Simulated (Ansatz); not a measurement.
```xyz
10

B    -0.9157    0.4656    0.3507
C    -1.0772   -0.7923   -0.4092
F    -1.0239   -1.9934    0.0860
F    -1.1937   -0.8862   -1.6962
Si    1.1422    0.3309    0.2314
Cl    1.8861    0.3785   -1.6857
H    -1.1382    1.4815   -0.2386
H    -0.9623    0.3526    1.5458
H     1.6080    1.5506    0.9301
H     1.6747   -0.8877    0.8855
```

Total charge 0; spin multiplicity 1. The bonds changed during the relaxation, so this is another structure than the one it started from.

(1) List the PBE/def2-TZVPP orbital energies in eV (Ansatz 0.2.0). (An estimate is asked.)

Results:

(1) Ansatz gave: Occupied: -2739.10, -1780.96, -662.24, -662.24, -274.48, -249.68, -190.36, -190.21, -190.20, -176.19, -138.59, -95.38, -95.31, -95.27, -33.78, -31.94, -20.70, -18.20, -15.64, -15.25, -14.01, -13.27, -11.77, -11.68, -11.06, -10.03, -9.76, -9.07, -8.62, -8.46, -7.71, -7.03. Lowest empty: -3.06, -0.76, -0.11, 0.33, 1.02, 1.38, 1.42, 2.07.
